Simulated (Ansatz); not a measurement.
Species: C₈H₆Te, SMILES `c1ccc2c[te]cc2c1` with one electron removed (charge 1, multiplicity 2).

Task: Give a relaxed geometry from PBE-D3(BJ)/def2-SVP (Ansatz, a first-principles code).

Result: the end point of this relaxation (outside a Z-matrix the atoms follow the SMILES, hydrogens last).
Z-matrix (Å, degrees):
```
C
C 1 1.4108
H 2 1.1005 1 124.53
C 1 1.4201 2 124.37 3 0.00
H 4 1.1004 1 119.80 2 0.00
C 4 1.4061 5 120.30 1 -180.00
H 6 1.1000 4 119.52 5 0.00
C 6 1.4094 7 119.73 4 -180.00
H 8 1.1000 6 119.73 7 0.00
C 8 1.4061 9 119.52 6 -180.00
H 10 1.1004 8 120.30 9 0.00
C 10 1.4201 11 119.80 8 -180.00
C 12 1.4108 10 124.37 11 0.00
H 13 1.1005 12 124.53 10 0.00
Te 2 2.0701 3 122.55 1 -180.00
```
